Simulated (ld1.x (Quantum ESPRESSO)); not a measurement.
# fluorine: excitation energies, all-electron against TM

```
Element                 : fluorine (F)
Generator               : ld1.x (Quantum ESPRESSO) 7.5
Type                    : norm-conserving Troullier–Martins (Kleinman–Bylander form)
Functional              : PBEsol
Relativity              : non-relativistic
Frozen core             : [He]
Valence charge          : 7
Reference configuration : 2s1.75 2p5.25
Partial waves           : 2s (bound): rc 0.70 bohr; 2p (bound): rc 1.70 bohr; 3d channel at 0.4 Ry: rc 1.80 bohr
Local potential         : the d channel
Core correction         : none
```

Energies are relative to the spin-unpolarised reference configuration 2s1.75 2p5.25; without spin polarisation the order of configurations can differ from experiment.

| valence configuration | charge | ΔE all-electron (eV) | error AE − PS (meV) |
| --- | --- | --- | --- |
| 2s2 2p4 | +1 | 14.681 | +95 |
| 2s2 2p3 | +2 | 52.970 | +561 |
| 2s2 2p1 | +4 | 199.053 | +5043 |
| 2s2 2p2 | +3 | 113.464 | +1944 |
| 2s2 2p4.5 | +0.5 | 2.869 | +25 |
| 2s1 2p6 | 0 | 13.960 | +5.0 |

**Question.** What are ΔE and the potential's error for 2s2 2p5?

**Answer.** ΔE = -4.647 eV all-electron; the error (AE − PS) is +0.5 meV.
